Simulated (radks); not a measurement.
Q: The neon ion Ne8+, [He]. Calculated with a radial shooting solver on a logarithmic mesh with Libxc functionals: non-relativistic Kohn-Sham, exchange-only LDA, spin-polarised, spherical densities, point nucleus. Every spin shell is full or empty, so the densities are truly spherical. Functionals are evaluated on that one density, not self-consistently. Rank these exchange functionals by their error against the exact value of the orbitals, and give that value: LDA, PBE, PBEsol, revPBE, RPBE, PW91, PW86, WC, APBE, TPSS, SCAN, Tao-Mo.

A: Exact: -5.99222 hartree. From best to worst, with 100 (|E| - |E exact|)/|E exact| (equal figures are ties): TPSS +0.08, SCAN +0.09, Tao-Mo +0.12, PW86 -0.15, RPBE -0.23, APBE -0.37, revPBE -0.46, PW91 -1.62, PBE -1.92, WC -3.89, PBEsol -6.20, LDA -14.15.
